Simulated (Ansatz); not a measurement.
Ansatz results at the PBE0-D4/def2-TZVP geometry: HOMO–LUMO gap (ωB97M-V/def2-TZVPP) 8.93 eV; LUMO energy (ωB97M-V/def2-TZVPP) 0.42 eV; HOMO energy (PBE0/def2-TZVPP) -6.16 eV.

Problem. Which molecule gave them?
A. `[BH2][GeH2][SiH3]`
B. `CC(C)=CF`
C. `[CH2]1N[CH2][GaH]1`
D. `C=[N][GaH][CH3]`

Solution. C. The others give `[BH2][GeH2][SiH3]`: 9.35, -0.53, -7.88; `C=[N][GaH][CH3]`: 9.73, 1.06, -6.40; `CC(C)=CF`: 11.82, 2.70, -6.88.
